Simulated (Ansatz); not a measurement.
Reaction (ligand exchange at the Si–O bond): `C=C[Si](N)(F)O[SiH3]` + `[NH2][Al]([NH2])[OH]` → `[NH2][Al]([NH2])[O][SiH3]` + `C=C[Si](N)(O)F`

Isolated molecules relaxed with PBE0-D4/def2-TZVP in Ansatz; ΔE leaves out vibrations. CCSD(T)/CBS is the MP2 limit (def2-TZVPP, def2-QZVPP) plus CCSD(T) − MP2 in def2-TZVPP, frozen cores. This one scheme is used for every species. DFT in def2-TZVPP. B3LYP here is the variant with VWN-RPA as its local correlation; programs differ in this. Each species was taken in one conformer, which may not be the lowest.

| level | ΔE (kcal/mol) | difference from CCSD(T)/CBS |
| --- | --- | --- |
| PBE0-D4 | -2.7 | -0.4 |
| B3LYP-D4 | -2.3 | 0.0 |
| ωB97M-V | -2.6 | -0.3 |
| B2PLYP | -3.0 | -0.7 |
| PBE | -3.2 | -0.9 |
| r2SCAN | -3.2 | -0.9 |
| PBE0 | -3.3 | -1.0 |
| B3LYP | -3.2 | -0.9 |
| HF/def2-TZVPP | -3.3 | -1.0 |
| MP2/def2-TZVPP | -2.7 | -0.4 |
| CCSD/def2-TZVPP | -2.9 | -0.6 |
| CCSD(T)/def2-TZVPP | -2.8 | -0.5 |
| HF/def2-QZVPP | -3.2 | -0.9 |
| HF/CBS(def2) | -3.1 | -0.8 |
| MP2/CBS(def2) | -2.2 | 0.1 |
| CCSD/CBS(def2) | -2.3 | 0.0 |
| CCSD(T)/CBS | -2.3 | 0 |

Largest T1 diagnostic among the species: 0.011.

The D4 term adds +0.9 kcal/mol with B3LYP and +0.6 kcal/mol with PBE0; it sums over pairs of atoms, weighted by their polarisabilities, and B3LYP, whose exchange is more repulsive, gets the larger term.
